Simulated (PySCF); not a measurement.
Vertical excitation energies

Compound: C₃H₉N₃Si₂.
InChI=1S/C3H9N3Si2/c4-1-3-2-8(5)6-7-3/h3,6,8H,2,5,7H2/t3-,8-/m1/s1

Computed with PySCF 2.14.0, density-fitted response routines, TDDFT PBE0/def2-SVPD, vertical, gas phase, core orbitals frozen in the response. Geometry: GFN2-xTB, one conformer, isolated molecule.

| state | E (eV) | E (hartree) | f | \|μ\| (D) | main configurations (H = HOMO, L = LUMO) |
| --- | --- | --- | --- | --- | --- |
| S1 | 6.24 | 0.2293 | 0.0094 | 0.63 | H→L (84%) |
| S2 | 6.51 | 0.2391 | 0.019 | 0.87 | H-1→L (71%) |
| S3 | 6.71 | 0.2465 | 0.0026 | 0.32 | H→L+1 (85%) |
| S4 | 6.83 | 0.2509 | 0.0080 | 0.55 | H-1→L+1 (64%), H-1→L (9%) |
| S5 | 6.94 | 0.2549 | 0.028 | 1.03 | H→L+2 (78%) |
| S6 | 7.10 | 0.2610 | 0.0053 | 0.45 | H→L+3 (76%) |
| S7 | 7.17 | 0.2634 | 0.0024 | 0.30 | H-1→L+2 (20%), H-2→L+1 (16%), H-2→L (14%) |
| S8 | 7.29 | 0.2678 | 0.021 | 0.86 | H-1→L+2 (52%), H-2→L (11%), H-1→L+1 (10%) |

Triplets, Tamm–Dancoff:

| state | E (eV) | λ (nm) | main configurations (H = HOMO, L = LUMO) |
| --- | --- | --- | --- |
| T1 | 5.95 | 208.5 | H→L (80%) |
| T2 | 6.16 | 201.3 | H-1→L (53%), H-1→L+2 (20%), H-1→L+1 (11%) |
| T3 | 6.30 | 196.8 | H-2→L+5 (16%), H-2→L+4 (14%), H-3→L+3 (9%) |

The lowest singlet comes at 199 nm (602 kJ/mol) in the vacuum ultraviolet; it is weak; its leading configuration is HOMO→LUMO (84%). The strongest level in the table is S5 at 6.94 eV (179 nm, f = 0.028). Löwdin shares by element: HOMO nitrogen 49% or more, silicon 21%, hydrogen 7% or more (atoms not listed hold the other 24%); LUMO silicon 38%, hydrogen 17% or more (atoms not listed hold the other 45%). Weighted by f, the mean energy of these states is 6.86 eV. Of the 8 states listed, 3 reach f = 0.01 and none stays under 0.0005. The listed states span 1.05 eV, and the widest gap between neighbours is 0.27 eV (S1 to S2). Singlets were solved by full linear response, triplets in the Tamm–Dancoff approximation.
